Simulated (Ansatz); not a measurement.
Reaction (ligand exchange at a B–C bond): `O=CB[SiH3]` + `C[SeH]` → `C[Se]B[SiH3]` + `C=O`

Calculated with Ansatz (gas phase, PBE0-D4/def2-TZVP geometries, no zero-point term in ΔE). CBS: MP2 limit from def2 TZ/QZ plus the TZ coupled-cluster correction, frozen cores. This one scheme is used for every species. Functionals use def2-TZVPP. For Se outer-core shells are correlated without core-valence functions, which leaves a few kJ/mol of doubt a bond. Scalar relativity is left out up to krypton. Each species was taken in one conformer, which may not be the lowest.

```
    level  ΔE (eV)
   r2SCAN    -1.03
CAM-B3LYP    -1.02
```

Problem. What does CCSD(T)/CBS give? (Best estimate.)

Solution. Ansatz gave: -1.17 eV. The listed levels differ from it by 0.14, 0.15 eV.

Largest T1 diagnostic among the species: 0.021, so the coupled-cluster value is less sure than usual.

The D4 term adds −0.05 eV with B3LYP and −0.03 eV with PBE0; it sums over pairs of atoms, weighted by their polarisabilities, and B3LYP, whose exchange is more repulsive, gets the larger term. In def2-TZVPP, CCSD(T) changes the Hartree–Fock value by −0.04 eV (the triples alone add −0.00 eV) and MP2 by −0.10 eV. From PBE to PBE0 (25 % exact exchange), in def2-TZVPP and without D4, ΔE moves by −0.08 eV.

B3LYP here is the variant with VWN-RPA as its local correlation; programs differ in this.
